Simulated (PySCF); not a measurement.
Working with the constants of TcCl

UHF-CCSD(T) constants of TcCl, ⁷Σ⁺ (septet), unpaired electrons σ ↑↑, π ↑↑, δ ↑↑ (PySCF, scalar-relativistic core potentials, basis sets Tc def2-TZVPP with ECP28, Cl def2-TZVPP; masses 98.9072 and 34.9689 u):

* ωe: 346.5 cm⁻¹
* ωexe: 1.11 cm⁻¹
* Be: 0.11751 cm⁻¹
* αe: 0.000523 cm⁻¹
* D (centrifugal): 5.41e-08 cm⁻¹
* De to Tc (4d5 5s2) + Cl: 3.49 eV

(1) Give the vibrational terms G(v) and spacings up to v = 6.

(2) How well does the Morse estimate ωe²/(4ωexe) reproduce De, and what is D0?

Correlated steps freeze 5 core orbitals. These are scalar-relativistic numbers at best; spin–orbit coupling would shift them, the dissociation energy most. The state is the lowest single determinant that the PBE0 search found; with open d or f shells the true ground state can be another one.

Answers

(1) G(v) = ωe(v+½) − ωexe(v+½)².

```json
{"v": "0", "G(v) (cm⁻¹)": "173.0", "G(v) − G(v−1)": "", "Bv (cm⁻¹)": "0.1172"}
{"v": "1", "G(v) (cm⁻¹)": "517.3", "G(v) − G(v−1)": "344.3", "Bv (cm⁻¹)": "0.1167"}
{"v": "2", "G(v) (cm⁻¹)": "859.3", "G(v) − G(v−1)": "342.1", "Bv (cm⁻¹)": "0.1162"}
{"v": "3", "G(v) (cm⁻¹)": "1199.2", "G(v) − G(v−1)": "339.8", "Bv (cm⁻¹)": "0.1157"}
{"v": "4", "G(v) (cm⁻¹)": "1536.8", "G(v) − G(v−1)": "337.6", "Bv (cm⁻¹)": "0.1152"}
{"v": "5", "G(v) (cm⁻¹)": "1872.2", "G(v) − G(v−1)": "335.4", "Bv (cm⁻¹)": "0.1146"}
{"v": "6", "G(v) (cm⁻¹)": "2205.4", "G(v) − G(v−1)": "333.2", "Bv (cm⁻¹)": "0.1141"}
```

(2) It gives 3.35 eV, 96 % of the computed De. D0 = De − G(0) = 3.49 − 0.02 = 3.47 eV.
